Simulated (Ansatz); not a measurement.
Computed with Ansatz on PBE0-D4/def2-TZVP structures; ΔE is electronic, products minus reactants. CCSD(T)/CBS is the MP2 limit (def2-TZVPP, def2-QZVPP) plus CCSD(T) − MP2 in def2-TZVPP, frozen cores. This one scheme is used for every species. Functionals use def2-TZVPP. B3LYP here is the variant with VWN-RPA as its local correlation; programs differ in this. One conformer a species, not always the lowest.

`O[SiH](Cl)[SiH2]Cl` + `C1=CN1` → `O[SiH](Cl)C1=CN1` + `[SiH3]Cl`  (formal exchange of groups at the Si–Si bond)

`O[SiH](Cl)[SiH2]Cl`:

```xyz
9

O     0.711    1.710   -0.774
Si    0.237    0.891    0.560
Cl   -1.578    1.570    1.261
Si   -0.081   -1.366    0.006
Cl   -0.992   -1.294   -1.853
H     0.238    1.527   -1.590
H     1.251    1.168    1.599
H    -0.978   -2.092    0.936
H     1.192   -2.115   -0.148
```

`C1=CN1`:

```xyz
6

C    -0.746   -0.005   -0.006
C     0.330   -0.309    0.594
N     0.476   -0.046   -0.878
H    -1.807    0.111   -0.124
H     0.938   -0.665    1.404
H     0.810    0.915   -0.990
```

`O[SiH](Cl)C1=CN1`:

```xyz
10

O     0.641   -2.127   -0.523
Si   -0.207   -1.194    0.506
Cl    0.531   -1.269    2.418
C    -0.136    0.559    0.016
C     0.124    1.811    0.076
N    -0.163    1.415   -1.290
H     1.493   -1.809   -0.827
H    -1.578   -1.731    0.515
H     0.433    2.699    0.601
H    -1.139    1.647   -1.493
```

`[SiH3]Cl`:

Z-matrix (Å, degrees):
```
Si
Cl 1 2.054
H 1 1.481 2 108.5
H 1 1.481 2 108.5 3 -120.0
H 1 1.481 2 108.5 3 120.0
```

Task: Is it downhill or uphill in electronic energy at CCSD(T)/CBS, and by how much? (Best estimate.)

Result: The calculation gave: Downhill: ΔE = -46.4 kJ/mol.

Task: What do these levels give: PBE-D4, r2SCAN-D4, B3LYP-D4, ωB97X-V, B2PLYP, SCS-MP2/def2-TZVPP, CCSD/def2-TZVPP, MP2/def2-QZVPP, SCS-MP2/def2-QZVPP, HF/CBS(def2), MP2/CBS(def2), CCSD/CBS(def2)? (An estimate is asked.)

Result: The calculation gave: PBE-D4 -34.2, r2SCAN-D4 -46.8, B3LYP-D4 -44.9, ωB97X-V -42.5, B2PLYP -52.3, SCS-MP2/def2-TZVPP -57.9, CCSD/def2-TZVPP -49.7, MP2/def2-QZVPP -56.0, SCS-MP2/def2-QZVPP -56.2, HF/CBS(def2) -58.6, MP2/CBS(def2) -54.3, CCSD/CBS(def2) -46.2 kJ/mol.

Largest T1 diagnostic among the species: 0.012.

The D4 term adds +3.4 kJ/mol with B3LYP and +1.8 kJ/mol with PBE0; it sums over pairs of atoms, weighted by their polarisabilities, and B3LYP, whose exchange is more repulsive, gets the larger term.
